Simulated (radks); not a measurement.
The numbers below are computed, except where a source is named.
Charge is removed step by step from the 3p down level of the zirconium ion Zr23+, starting from [Ne] 3s2 3p(up 3, down 2). Code: a radial shooting solver on a logarithmic mesh with Libxc functionals. Model: scalar-relativistic Kohn-Sham, PBE, spin-polarised, spherical densities, finite nucleus; Fermi nuclear charge, rms radius 4.2694 fm.

removed (e)  E - E(0) (eV)  eigenvalue (eV)  E minus straight line (eV)
0                    0.000          -1126.5                       0.000
0.125               141.20          -1133.3                      -2.959
0.25                283.25          -1140.1                      -5.072
0.375               426.14          -1146.8                      -6.338
0.5                 569.89          -1153.6                      -6.758
0.625               714.47          -1160.3                      -6.334
0.75                859.90          -1167.1                      -5.065
0.875               1006.2          -1173.8                      -2.953
1                   1153.3          -1180.6                       0.000

Removing the whole electron costs 1153.3 eV by Delta-SCF, against 1126.5 eV from minus the eigenvalue at the starting occupation. Slater's transition state (half an electron removed) gives 1153.6 eV. Integrating minus the eigenvalue over the occupation (Janak's theorem) gives 1153.6 eV. In this scalar-relativistic scheme the density is built from large components alone, so the theorem holds only approximately. The mean slope of the eigenvalue, de/dn, is 54.0 eV per electron. Ionisation energy of Zr23+ in the NIST Atomic Spectra Database: 1145 eV (semi-empirical).
